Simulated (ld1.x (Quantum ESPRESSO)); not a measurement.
# u(r) = r·R(r): atom against pseudo-atom (silicon (Si))

Columns: radius, all-electron u(r) and pseudo u(r) of the 3p shell (level -4.08 eV) of silicon in the configuration [Ne] 3s2 3p2; PBE, scalar-relativistic, RRKJ scheme, ld1.x (Quantum ESPRESSO) 7.5.

```json
{"r (bohr)": "0.085", "all-electron": "0.0807", "pseudo": "-0.0030"}
{"r (bohr)": "0.170", "all-electron": "0.1867", "pseudo": "-0.0118"}
{"r (bohr)": "0.255", "all-electron": "0.2469", "pseudo": "-0.0261"}
{"r (bohr)": "0.340", "all-electron": "0.2573", "pseudo": "-0.0457"}
{"r (bohr)": "0.425", "all-electron": "0.2294", "pseudo": "-0.0698"}
{"r (bohr)": "0.510", "all-electron": "0.1762", "pseudo": "-0.0979"}
{"r (bohr)": "0.595", "all-electron": "0.1084", "pseudo": "-0.1292"}
{"r (bohr)": "0.680", "all-electron": "0.0336", "pseudo": "-0.1630"}
{"r (bohr)": "0.765", "all-electron": "-0.0431", "pseudo": "-0.1987"}
{"r (bohr)": "0.850", "all-electron": "-0.1181", "pseudo": "-0.2358"}
{"r (bohr)": "0.935", "all-electron": "-0.1893", "pseudo": "-0.2738"}
{"r (bohr)": "1.020", "all-electron": "-0.2554", "pseudo": "-0.3125"}
{"r (bohr)": "1.105", "all-electron": "-0.3157", "pseudo": "-0.3515"}
{"r (bohr)": "1.190", "all-electron": "-0.3699", "pseudo": "-0.3903"}
{"r (bohr)": "1.275", "all-electron": "-0.4183", "pseudo": "-0.4285"}
{"r (bohr)": "1.360", "all-electron": "-0.4609", "pseudo": "-0.4652"}
{"r (bohr)": "1.445", "all-electron": "-0.4980", "pseudo": "-0.4993"}
{"r (bohr)": "1.530", "all-electron": "-0.5296", "pseudo": "-0.5299"}
{"r (bohr)": "1.615", "all-electron": "-0.5560", "pseudo": "-0.5560"}
{"r (bohr)": "1.700", "all-electron": "-0.5775", "pseudo": "-0.5775"}
{"r (bohr)": "1.785", "all-electron": "-0.5944", "pseudo": "-0.5944"}
{"r (bohr)": "1.870", "all-electron": "-0.6071", "pseudo": "-0.6071"}
{"r (bohr)": "1.955", "all-electron": "-0.6160", "pseudo": "-0.6160"}
{"r (bohr)": "2.040", "all-electron": "-0.6215", "pseudo": "-0.6215"}
{"r (bohr)": "2.125", "all-electron": "-0.6238", "pseudo": "-0.6238"}
{"r (bohr)": "2.210", "all-electron": "-0.6235", "pseudo": "-0.6235"}
```

Problem. How many radial nodes do the two functions have?

Solution. The all-electron 3p function has n − l − 1 = 1; the pseudo-wave has 0, since the states of the same l below it are removed with the core.

Problem. At about which radius was the pseudo-wave matched?

Solution. 1.70 bohr. The columns agree to 0.0005 from 1.53 bohr on; several derivatives are matched, so the curves merge somewhat inside the radius.

Problem. Is the pseudo-wave norm-conserving?

Solution. Yes: the RRKJ scheme keeps the norm inside the radius equal to the all-electron one, which fixes the energy derivative of the logarithmic derivative at the level.
